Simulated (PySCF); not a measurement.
ClF₂H₂NSn, SMILES [Cl][Sn]([NH2])([F])[F]. Coordinates come from a PBE-D3(BJ)/def2-SVP optimisation. The structure was generated by enumeration; whether it is a known compound was not checked. The def2 effective core potentials stand for the cores of Sn; spin–orbit coupling is left out. Other conformers were not sampled.

Problem. Give the equilibrium geometry at PBE-D3(BJ)/def2-SVP (PySCF confirms it by a frequency run) as a Z-matrix, and its point group. (An estimate is asked for; the answer gives what the named calculation found.)

Solution. One answer among several that fit: point group Cs.
```
Sn
F 1 1.9480
F 1 1.9480 2 107.69
N 1 2.0448 2 110.08 3 120.02
H 4 1.0325 1 107.23 2 -116.18
H 4 1.0325 5 106.28 1 -114.43
Cl 1 2.3342 2 107.06 6 126.08
```
